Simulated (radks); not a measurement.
Question: Isoelectronic series with 6 electrons, all held in the configuration [He] 2s2 2p2, which need not be the ground one along the series. All-electron calculation, non-relativistic Kohn-Sham, PBE, spin-polarised, spherical densities, point nucleus; open shells are filled with parallel spins first (spin-orbit coupling, left out, can overturn this in heavy ions). Program: a radial shooting solver on a logarithmic mesh with Libxc functionals. Total energies (hartree) and orbital eigenvalues (eV) (* marks an orbital that is empty in some or all of the ions):

| ion | E (hartree) | 2p down* | 2p up | 2s down | 2s up | 1s down |
|---|---|---|---|---|---|---|
| O2+ | -73.19357 | -40.3130 | -45.0893 | -55.3605 | -60.0674 | -555.7882 |
| Si8+ | -251.50366 | -316.5141 | -327.9868 | -351.9065 | -362.0439 | -2063.512 |
| Cl11+ | -381.17462 | -546.8028 | -561.6147 | -592.3324 | -605.1358 | -3185.258 |
| Ca14+ | -537.84912 | -838.3916 | -856.5412 | -894.0445 | -909.5039 | -4552.024 |
| V17+ | -721.52565 | -1191.248 | -1212.735 | -1257.015 | -1275.125 | -6163.759 |
| Fe20+ | -932.20345 | -1605.357 | -1630.180 | -1681.232 | -1701.988 | -8020.438 |
| Ge26+ | -1434.56136 | -2617.298 | -2648.792 | -2713.376 | -2739.420 | -12468.58 |
| Br29+ | -1726.24105 | -3215.122 | -3249.951 | -3321.298 | -3349.983 | -15060.03 |
| Sr32+ | -2044.92107 | -3874.179 | -3912.343 | -3990.450 | -4021.775 | -17896.39 |
| Nb35+ | -2390.60134 | -4594.466 | -4635.965 | -4720.831 | -4754.796 | -20977.67 |
| Ru38+ | -2763.28181 | -5375.983 | -5420.816 | -5512.441 | -5549.045 | -24303.85 |
| Ag41+ | -3162.96244 | -6218.729 | -6266.897 | -6365.278 | -6404.521 | -27874.94 |
| Sn44+ | -3589.64320 | -7122.704 | -7174.205 | -7279.343 | -7321.224 | -31690.94 |
| I47+ | -4043.32407 | -8087.906 | -8142.741 | -8254.635 | -8299.154 | -35751.84 |
| Ba50+ | -4524.0050 | -9114.336 | -9172.504 | -9291.154 | -9338.310 | -40057.65 |

Estimate the row of Cu23+.

Answer: E (hartree) -1169.88211; 2p down* -2080.708; 2p up -2108.867; 2s down -2166.687; 2s up -2190.088; 1s down -10122.05.
